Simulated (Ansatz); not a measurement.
Question: Name a neutral molecule of C, F, Hf, N, O and H with size of the dipole moment (PBE/def2-TZVPP) between 2.15 and 2.45 D and HOMO energy (PBE/def2-TZVPP) between -5.30 and -5.00 eV (Ansatz, PBE0-D4/def2-TZVP geometry).

Answer: `C[O][Hf]([F])([c]1ccccc1)[N](C)C` (2.40 D, -5.24 eV). Other molecules can fit too; these were computed, each in one conformer that needn't be the lowest.
